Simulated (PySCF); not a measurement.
Functional benchmark on one molecule

Molecule: `InChI=1S/C3H9B/c1-4(2)3/h1-3H3`.

Cartesian coordinates in Å; atom numbers follow the order of the lines, from 1:
```xyz
13

C    -0.2951    1.5534    0.0995
B    -0.0066    0.0063    0.0797
C     1.4708   -0.5221    0.2197
C    -1.1871   -1.0222   -0.0751
H     0.3895    2.1042   -0.5673
H    -0.0556    1.9176    1.1174
H    -1.3324    1.8446   -0.1220
H     2.2567    0.2432    0.1386
H     1.6792   -1.3315   -0.5007
H     1.5630   -0.9972    1.2149
H    -1.4255   -1.0391   -1.1575
H    -0.9505   -2.0567    0.2156
H    -2.1153   -0.6995    0.4231
```

Geometry PBE0-D3(BJ)/def2-SVP throughout; GIAO in PySCF 2.14, gas phase, one conformer, non-relativistic; equivalent atoms averaged; basis pcSseg-2.

Reference values (measured; Macháček, Bühl, Fanfrlík, Hnyk, 11B NMR of BX3 and BX4-, J. Phys. Chem. A (author manuscript)): δ(B2) = 86.2 ppm vs BF3.OEt2. Computed shifts are taken against BF3·OEt2, calculated as an isolated molecule at each level.

Problem. How do the functionals HF, LDA, PBE, BLYP, BP86, OPBE, KT2, KT3, B97-D, B3LYP, PBE0, mPW1PW91, WP04, B97-2, BHandHLYP, CAM-B3LYP, wB97X-D, LC-wPBE perform against the reference? Times are CPU seconds on shared hosts with different chips, so compare them loosely.

Solution. 
| functional | kind | B2 | abs. error B | core-s |
| --- | --- | --- | --- | --- |
| HF | Hartree–Fock | 82.9 | 3.3 | 11 |
| LDA | LDA | 96.5 | 10.3 | 35 |
| PBE | GGA | 91.5 | 5.3 | 41 |
| BLYP | GGA | 91.7 | 5.5 | 43 |
| BP86 | GGA | 90.2 | 4.0 | 50 |
| OPBE | GGA | 85.4 | 0.8 | 51 |
| KT2 | GGA | 85.8 | 0.4 | 56 |
| KT3 | GGA | 83.6 | 2.6 | 44 |
| B97-D | GGA | 84.6 | 1.6 | 44 |
| B3LYP | global hybrid | 90.9 | 4.7 | 34 |
| PBE0 | global hybrid | 90.0 | 3.8 | 38 |
| mPW1PW91 | global hybrid | 89.6 | 3.4 | 42 |
| WP04 | global hybrid | 88.0 | 1.8 | 44 |
| B97-2 | global hybrid | 86.3 | 0.1 | 43 |
| BHandHLYP | global hybrid | 89.1 | 2.9 | 42 |
| CAM-B3LYP | range-separated hybrid | 93.1 | 6.9 | 57 |
| wB97X-D | range-separated hybrid | 86.7 | 0.5 | 56 |
| LC-wPBE | range-separated hybrid | 93.6 | 7.4 | 64 |

For 11B the closest is B97-2 (0.1 ppm) and the furthest LDA (10.3 ppm). One molecule is a small sample, and vibrational and solvent effects are absent from the calculation.
